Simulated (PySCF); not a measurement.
HIn, triplet, at a GFN2-xTB geometry (such geometries of metal compounds can be far from the true shape) (the spin is typed, not shown lowest) (core potentials on In); M062X/def2-TZVP run with PySCF.

Here is a job for PySCF.
```python
from pyscf import gto, scf, dft

mol = gto.M(
    atom='''
In   -0.000000   -0.000000   -0.039441
H     0.000000    0.000000    1.932616
''',
    basis='def2-tzvp',
    ecp={'In': 'def2-tzvp'},
    charge=0,
    spin=2,
    verbose=4,
)

mf = dft.UKS(mol)
mf.xc = 'm062x'
mf.grids.prune = dft.gen_grid.treutler_prune
mf.kernel()
mf.analyze()
```

**Question.** Predict the main parts of the log of this PySCF run.

**Answer.** 
```
PySCF version 2.14.0

[INPUT] verbose = 4
[INPUT] num. atoms = 2
[INPUT] num. electrons = 22
[INPUT] charge = 0
[INPUT] spin (= nelec alpha-beta = 2S) = 2
[INPUT] symmetry False subgroup None
[INPUT] Mole.unit = angstrom
[INPUT] Symbol           X                Y                Z      unit          X                Y                Z       unit  Magmom
[INPUT]  1 In     0.000000000000   0.000000000000  -0.039441000000 AA    0.000000000000   0.000000000000  -0.074532688079 Bohr   0.0
[INPUT]  2 H      0.000000000000   0.000000000000   1.932616000000 AA    0.000000000000   0.000000000000   3.652114943952 Bohr   0.0

nuclear repulsion = 5.63509139407228
number of shells = 20
number of NR pGTOs = 99
number of NR cGTOs = 56
basis = def2-tzvp
ecp = {'In': 'def2-tzvp'}

******** <class 'pyscf.dft.uks.UKS'> ********
method = UKS
initial guess = minao
damping factor = 0
level_shift factor = 0
DIIS = <class 'pyscf.scf.diis.CDIIS'>
diis_start_cycle = 1
diis_space = 8
diis_damp = 0
SCF conv_tol = 1e-09
SCF conv_tol_grad = None
SCF max_cycles = 50
direct_scf = True
direct_scf_tol = 1e-13
number electrons alpha = 12  beta = 10
XC library pyscf.dft.libxc version 7.1.2
    S. Lehtola, C. Steigemann, M. J. T. Oliveira, and M. A. L. Marques,  SoftwareX 7, 1–5 (2018)
XC functionals = m062x
    Y. Zhao and D. G. Truhlar,  Theor. Chem. Acc. 120, 215 (2008)
    Y. Zhao and D. G. Truhlar,  Theor. Chem. Acc. 120, 215 (2008)
radial grids:
    Treutler-Ahlrichs [JCP 102, 346 (1995); DOI:10.1063/1.469408] (M4) radial grids

becke partition: Becke, JCP 88, 2547 (1988); DOI:10.1063/1.454033
pruning grids: <function treutler_prune>
grids dens level: 3
symmetrized grids: False
atomic radii adjust function: <function treutler_atomic_radii_adjust>
small_rho_cutoff = 0
Set gradient conv threshold to 3.16228e-05
tot grids = 30296
init E= -157.789822046015

cycle= 1 E= -189.989500834169  delta_E= -32.2  |g|= 1.21  |ddm|= 31.3

cycle= 2 E= -190.112550090691  delta_E= -0.123  |g|= 1.24  |ddm|= 5.06
cycle= 3 E= -190.561489211861  delta_E= -0.449  |g|= 0.045  |ddm|= 1.59
cycle= 4 E= -190.563034102096  delta_E= -0.00154  |g|= 0.0245  |ddm|= 0.147
cycle= 5 E= -190.563340510198  delta_E= -0.000306  |g|= 0.00681  |ddm|= 0.04
cycle= 6 E= -190.563412569902  delta_E= -7.21e-05  |g|= 0.00143  |ddm|= 0.0276
cycle= 7 E= -190.563416570556  delta_E= -4e-06  |g|= 0.000459  |ddm|= 0.0072
cycle= 8 E= -190.563416833577  delta_E= -2.63e-07  |g|= 9.12e-05  |ddm|= 0.00153
cycle= 9 E= -190.563416861295  delta_E= -2.77e-08  |g|= 5.2e-05  |ddm|= 0.000587
cycle= 10 E= -190.563416868908  delta_E= -7.61e-09  |g|= 1.59e-05  |ddm|= 0.000296
cycle= 11 E= -190.563416870141  delta_E= -1.23e-09  |g|= 5.69e-06  |ddm|= 0.000157
cycle= 12 E= -190.563416870255  delta_E= -1.14e-10  |g|= 1.4e-06  |ddm|= 5.7e-05
Extra cycle  E= -190.563416870257  delta_E= -1.76e-12  |g|= 9.13e-07  |ddm|= 4.82e-06
converged SCF energy = -190.563416870257  <S^2> = 2.0147597  2S+1 = 3.0098237
**** SCF Summaries ****
Total Energy =                        -190.563416870257129
Nuclear Repulsion Energy =               5.635091394072282
One-electron Energy =                 -346.308962900301026
Two-electron Energy =                  150.110454635971621
Two-electron Coulomb Energy =          167.060817697287746
DFT Exchange-Correlation Energy =      -16.950363061316111
**** MO energy ****
                             alpha | beta                alpha | beta
MO #1   energy= -4.884009342957    | -4.88118155738377  occ= 1 | 1
MO #2   energy= -3.26268411747147  | -3.2617184207369   occ= 1 | 1
MO #3   energy= -3.25741074499891  | -3.25559387041675  occ= 1 | 1
MO #4   energy= -3.25426128660684  | -3.25023349656209  occ= 1 | 1
MO #5   energy= -0.882634731070767 | -0.87848101390392  occ= 1 | 1
MO #6   energy= -0.879671112161047 | -0.876477631002852 occ= 1 | 1
MO #7   energy= -0.876427811737562 | -0.871272051615938 occ= 1 | 1
MO #8   energy= -0.874336692372788 | -0.86602163487499  occ= 1 | 1
MO #9   energy= -0.872203399558081 | -0.865401689458517 occ= 1 | 1
MO #10  energy= -0.455404738298044 | -0.37586657703805  occ= 1 | 1
MO #11  energy= -0.31918023833898  | -0.136075971722891 occ= 1 | 0
MO #12  energy= -0.170329203279922 | -0.0628690702357799 occ= 1 | 0
MO #13  energy= -0.0498084347523005 | -0.0549431325435989 occ= 0 | 0
MO #14  energy= 0.0363367618007375 | 0.0237770288914323 occ= 0 | 0
MO #15  energy= 0.092179831480059  | 0.0879345363587971 occ= 0 | 0
MO #16  energy= 0.0946541479536966 | 0.0950239289284953 occ= 0 | 0
MO #17  energy= 0.109587651228898  | 0.110121934587312  occ= 0 | 0
MO #18  energy= 0.168881556910375  | 0.115964772509526  occ= 0 | 0
MO #19  energy= 0.171284701901805  | 0.123951484904981  occ= 0 | 0
MO #20  energy= 0.181056127285208  | 0.132598613270953  occ= 0 | 0

spin_pop of  0 In 4s        0.00014
spin_pop of  0 In 5s        0.30271
spin_pop of  0 In 6s        0.00275
spin_pop of  0 In 7s        0.00015
spin_pop of  0 In 8s        0.00035
spin_pop of  0 In 9s        0.00115
spin_pop of  0 In 4px       0.00009
spin_pop of  0 In 4py       0.00485
spin_pop of  0 In 4pz       0.00016
spin_pop of  0 In 5px       0.01129
spin_pop of  0 In 5py       0.00050
spin_pop of  0 In 5pz       0.00008
spin_pop of  0 In 6px       0.00175
spin_pop of  0 In 6py       0.94257
spin_pop of  0 In 6pz       0.04785
spin_pop of  0 In 7px       0.06885
spin_pop of  0 In 7py       0.00020
spin_pop of  0 In 7pz       0.00003
spin_pop of  0 In 8px       0.00374
spin_pop of  0 In 8py       0.00051
spin_pop of  0 In 8pz       0.00003
spin_pop of  0 In 4dxy     -0.00417
spin_pop of  0 In 4dyz     -0.00295
spin_pop of  0 In 4dz^2    -0.01113
spin_pop of  0 In 4dxz     -0.00931
spin_pop of  0 In 4dx2-y2    0.00048
spin_pop of  0 In 5dxy      0.00132
spin_pop of  0 In 5dyz      0.00271
spin_pop of  0 In 5dz^2     0.00225
spin_pop of  0 In 5dxz      0.00338
spin_pop of  0 In 5dx2-y2   -0.00060
spin_pop of  0 In 6dxy      0.00282
spin_pop of  0 In 6dyz      0.00810
spin_pop of  0 In 6dz^2     0.00894
spin_pop of  0 In 6dxz      0.00594
spin_pop of  0 In 6dx2-y2    0.00010
spin_pop of  0 In 4f-3     -0.00000
spin_pop of  0 In 4f-2      0.00000
spin_pop of  0 In 4f-1      0.00000
spin_pop of  0 In 4f+0      0.00008
spin_pop of  0 In 4f+1      0.00000
spin_pop of  0 In 4f+2      0.00000
spin_pop of  0 In 4f+3     -0.00000
spin_pop of  0 In 5f-3      0.00001
spin_pop of  0 In 5f-2      0.00001
spin_pop of  0 In 5f-1      0.00000
spin_pop of  0 In 5f+0      0.00092
spin_pop of  0 In 5f+1      0.00005
spin_pop of  0 In 5f+2     -0.00000
spin_pop of  0 In 5f+3      0.00002
spin_pop of  1 H 1s        0.57508
spin_pop of  1 H 2s        0.01804
spin_pop of  1 H 3s        0.00403
spin_pop of  1 H 2px       0.00293
spin_pop of  1 H 2py       0.00015
spin_pop of  1 H 2pz       0.00101
In total            12.00000 | 10.00000
Dipole moment(X, Y, Z, Debye): -0.00000,  0.00000, -0.49029
```
